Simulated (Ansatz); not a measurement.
Geometry optimisation, RKS PBE0-D4/def2-SVP (Ansatz).

input.yaml

```yaml
crystal:
  periodic: [false, false, false]
  atoms:
    - { symbol: Zn, position_ang: [-1.025625, -0.372598, -1.278694] }
    - { symbol: Cl, position_ang: [2.472672, -0.576026, -1.743751] }
    - { symbol: Cl, position_ang: [-2.100273, -1.408181, -2.748779] }
    - { symbol: H, position_ang: [1.902222, 0.228588, -0.877505] }
    - { symbol: O, position_ang: [-0.144928, 0.641971, -0.01401] }
    - { symbol: C, position_ang: [-0.260436, 0.408564, 1.357445] }
    - { symbol: H, position_ang: [-1.302356, 0.470033, 1.728964] }
    - { symbol: H, position_ang: [0.314611, 1.181316, 1.901802] }
    - { symbol: H, position_ang: [0.144112, -0.573667, 1.674527] }
basis:
  gaussian: { orbitals: def2-SVP }
hamiltonian:
  xc: pbe0
  dispersion: d4
relax:
  f_tol: 0.03
  max_steps: 50
```

Launched with:

```bash
$ ansatz run input.yaml --threads 2 --pin off --max-ram 3072MiB --backend cpu --events-out ev --progress --plain --runs-dir out
```

**Question.** Where does it end, and by what steps?

**Answer.** It converged. After 20 steps the energy has fallen by 1.762 eV; Cl3 moved furthest, 1.23 Å. Parted: Cl2–H4 (1.31 → 3.10 Å). Joined: Zn1–Cl2 (3.53 → 2.14 Å), H4–O5 (2.26 → 0.97 Å).

| step | energy less start (eV) | largest force component (eV/Å) | accepted |
| --- | --- | --- | --- |
| 0 | 0.0000 | 0.849 | yes |
| 1 | -0.1605 | 0.416 | yes |
| 2 | -0.2844 | 0.580 | yes |
| 3 | -0.4130 | 0.745 | yes |
| 4 | -0.5741 | 1.368 | yes |
| 5 | -0.9630 | 1.589 | yes |
| 6 | -1.1812 | 5.567 | yes |
| 7 | -1.5436 | 1.140 | yes |
| 8 | -1.6402 | 0.569 | yes |
| 9 | -1.6937 | 0.208 | yes |
| 10 | -1.7174 | 0.314 | yes |
| 11 | -1.7324 | 0.236 | yes |
| 12 | -1.7416 | 0.253 | yes |
| 13 | -1.7502 | 0.204 | yes |
| 14 | -1.7549 | 0.201 | yes |
| 15 | -1.7573 | 0.169 | yes |
| 16 | -1.7609 | 0.085 | yes |
| 17 | -1.7616 | 0.043 | yes |
| 18 | -1.7619 | 0.072 | yes |
| 19 | -1.7621 | 0.037 | yes |
| 20 | -1.7623 | 0.009 | yes |

```xyz
9
Properties=species:S:1:pos:R:3
Zn 0.000 -0.539 -1.777
Cl 1.933 -0.537 -2.697
Cl -2.105 -0.894 -1.632
H 1.455 0.381 0.228
O 0.516 0.230 0.066
C -0.282 0.325 1.236
H -1.309 0.097 0.922
H -0.243 1.342 1.657
H 0.035 -0.406 1.996
```

Whether the end is a true minimum wasn't checked by a vibrational analysis.

Time of the run: 85 s on 2 threads of Arm Neoverse V2, with other jobs on the host, peak memory 0.29 GiB.
